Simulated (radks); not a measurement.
Task: Radial electron density D(r) = 4 pi r^2 rho(r) of an atom or ion with 57 electrons. All-electron calculation, scalar-relativistic Kohn-Sham, LDA (Slater exchange, VWN5 correlation), spin-polarised, spherical densities, finite nucleus; Fermi nuclear charge, rms radius of each element as measured or else 0.836 A^(1/3) + 0.57 fm. Program: a radial shooting solver on a logarithmic mesh with Libxc functionals.

r (bohr)  D(r) (e/bohr)   spin D(r)
0.003731          25.59  -0.0000264
0.004343          31.17  -0.0000147
0.005056          37.50   0.0000121
0.005886          44.49   0.0000647
0.006853          51.93    0.000161
0.007978          59.49    0.000326
0.009287          66.69    0.000603
0.01081           72.97     0.00105
0.01259           77.70     0.00175
0.01465           80.36     0.00281
0.01706           80.67     0.00436
0.01986           78.81     0.00654
0.02312           75.60     0.00945
0.02691           72.46      0.0131
0.03108           71.22      0.0171
0.03618           73.34      0.0212
0.04212           79.68      0.0245
0.04904           89.30      0.0255
0.05709           99.39      0.0228
0.06646           106.0      0.0161
0.07737           105.9     0.00679
0.09007           98.68   -0.000265
0.1049            88.12     0.00331
0.1221            80.42      0.0281
0.1421            80.34      0.0845
0.1654            86.94       0.181
0.1926            92.99       0.329
0.2242            89.82       0.549
0.261             74.77       0.881
0.3039            54.39        1.36
0.3509            40.08        1.96
0.4086            36.05        2.67
0.4756            39.85        3.28
0.5537            42.51        3.61
0.6446            38.38        3.58
0.7504            29.02        3.27
0.8736            19.68        2.84
1.017             13.73        2.37
1.184             10.81        1.90
1.378             8.881        1.40
1.605             6.628       0.935
1.868             4.154       0.561
2.175             2.136       0.333
2.532            0.9314       0.231
2.947            0.4008       0.195
3.431            0.2154       0.171
3.963            0.1428       0.135
4.613           0.08729      0.0865
5.37            0.04275      0.0427
6.252           0.01552      0.0155
7.278          0.003958     0.00396
8.473         0.0006722    0.000672

What is the nuclear charge?

Result: Z = 61. The innermost maximum, from 1s, lies near gamma/Z bohr with gamma = sqrt(1 - (Z/c)^2) = 0.895, here 0.0147 bohr (found: 0.0161), and its height grows with Z. The density is that of the promethium ion Pm4+ in [Kr] 4d10 4f3 5s2 5p5.5 5f0.5; the configuration itself is not fixed sharply by these data, and Z only to a few units. D(r) has 4 maxima, at r = 0.0161, 0.0714, 0.200, 0.549 bohr, and minima at 0.0308, 0.132, 0.399 bohr, inside which lie 1.94, 11.19, 29.08 electrons.
